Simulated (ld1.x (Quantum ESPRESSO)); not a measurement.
## Transferability test, RRKJ potential for osmium

ld1.x (Quantum ESPRESSO) 7.5 input, shortened:

```
&input
   title='Os', zed=76., rel=1, dft='PW91', iswitch=3,
   config='[Xe] 4f14 5d6 6s1 6p0'
 /
 &inputp
   pseudotype=2, tm=.false., lloc=0,
   nlcc=.true., new_core_ps=.true., rcore=0.65
 /
3
5P  2  1   6.00   0.00  1.70  1.70  0.0
5D  3  2   6.00   0.00  1.30  1.30  0.0
6S  1  0   1.00   0.00  2.60  2.60  0.0
 &test
   configts(1)='5p6 5d6 6s1 6p0'
 /
```

Energies are relative to the spin-unpolarised reference configuration 5p6 5d6 6s1 6p0; without spin polarisation the order of configurations can differ from experiment.

| valence configuration | charge | ΔE all-electron (eV) | error AE − PS (meV) |
| --- | --- | --- | --- |
| 5p6 5d6 6s2 6p0 | 0 | -9.648 | -3.1 |
| 5p6 5d6 6s0 6p0 | +2 | 16.995 | -18 |
| 5p6 5d5 6s0 6p0 | +3 | 45.922 | -69 |
| 5p6 5d6 6s0 6p1 | +1 | 6.176 | -946 |
| 5p6 5d6.5 6s1.5 6p0 | 0 | -9.590 | -2.9 |
| 5p6 5d5 6s2 6p1 | 0 | -3.529 | -746 |

What are ΔE and the potential's error for 5p6 5d7 6s0 6p0?

ΔE = -0.532 eV all-electron; the error (AE − PS) is -59 meV.

Levels in the configuration 5p6 5d6 6s2 6p0:

| level | all-electron (eV) | pseudo (eV) |
| --- | --- | --- |
| 5p | -50.903 | -50.981 |
| 5d | -6.311 | -6.330 |
| 6s | -6.209 | -6.198 |
